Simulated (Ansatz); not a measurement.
`[CH3][Ga]([CH3])[SeH]` and `CB(C)[SeH]` differ in one element.

Ansatz, PBE0-D4/def2-TZVP geometries, multiplicity 1. Each molecule was computed in one conformer, which needn't be the lowest.

Scalar relativity is left out up to krypton.

```tsv
property	`[CH3][Ga]([CH3])[SeH]`
LUMO energy (PBE0/def2-TZVPP) / eV	-0.71
LUMO energy (ωB97M-V/def2-TZVPP) / eV	0.96
LUMO energy (PBE/def2-TZVPP) / eV	-1.48
HOMO energy (PBE0/def2-TZVPP) / eV	-6.96
HOMO energy (B3LYP/def2-TZVPP) / eV	-6.72
HOMO–LUMO gap (PBE/def2-TZVPP) / eV	4.38
```

(1) Give the same properties after the change, and the shifts. (Estimate.)

Results:

(1) Ansatz gave: 
```tsv
property	`CB(C)[SeH]`	shift
LUMO energy (PBE0/def2-TZVPP) / eV	-0.52	0.19
LUMO energy (ωB97M-V/def2-TZVPP) / eV	1.46	0.50
LUMO energy (PBE/def2-TZVPP) / eV	-1.45	0.03
HOMO energy (PBE0/def2-TZVPP) / eV	-7.31	-0.35
HOMO energy (B3LYP/def2-TZVPP) / eV	-7.08	-0.36
HOMO–LUMO gap (PBE/def2-TZVPP) / eV	4.77	0.39
```

With PBE0 the HOMO falls by 0.35 eV and the LUMO rises by 0.19 eV, so the gap widens by about 0.54 eV. PBE moves the HOMO by -0.37 eV and ωB97M-V by -0.36 eV.

B3LYP here is the variant with VWN-RPA as its local correlation; programs differ in this.

Spin–orbit coupling is left out; it splits and shifts lone-pair levels of the heavy atoms by tenths of an eV.
